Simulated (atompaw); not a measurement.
# Building the PAW (atompaw) potential for manganese (LDA (PW92), scalar-relativistic).

```json
{"Element": "Mn", "Generator": "atompaw 4.2.0.5", "Type": "PAW", "Functional": "LDA (PW92)", "Relativity": "scalar-relativistic", "Frozen core": "[Ar]", "Valence charge": "7", "Reference configuration": "3d5 4s1.5 4p0 (charge +0.5)", "Partial waves": "4s (bound): rc 3.00 bohr; 4s channel at 3.3 Ry: rc 3.00 bohr; 4p (bound, empty): rc 3.00 bohr; 4p channel at 0.1 Ry: rc 3.00 bohr; 3d (bound): rc 2.15 bohr; 3d channel at 0.95 Ry: rc 2.15 bohr", "Local potential": "troulliermartins scheme with l = 3 at -0.5 Ry, radius 2.90 bohr", "Core correction": "smooth core density matched at 2.40 bohr", "Augmentation charge": "sinc compensation charge, radius 2.95 bohr; PAW radius 3.00 bohr; waves and projectors: custom rrkj gramschmidtortho"}
```

Poles of the logarithmic derivatives, all-electron (AE) and pseudo (PS). s: poles at 0.4 (AE) and 0.4 (PS) Ry. p: poles at 1.2 (AE) and 1.2, 4.9 (PS) Ry. d: poles at -0.7, 2.7 (AE) and -0.7, 2.7 (PS) Ry. Test radius 3.00 bohr.

- Cutoffs needed: 21 Ry and 35 Ry (the cutoffs (Ry, on a coarse ladder) from which the occupation-weighted sum of valence levels, in a spherical-Bessel basis at the reference potential, stays within 10 and 1 mRy of its value at 400 Ry)
- Ghost test: no extra level below or beside the all-electron valence levels (s, p, d, f tested) (spherical-Bessel basis up to 400 Ry, 20 bohr box)
- Lowest eigenvalue of the overlap operator: 0.08 (s channel)
- Overlap eigenvalues printed by atompaw (projector basis): 0.0183, 0.218, 0.44, 2.79, 4.24, 194
- Share of each valence orbital outside the PAW sphere: 4s 41 %, 4p 67 %, 3d 3 %
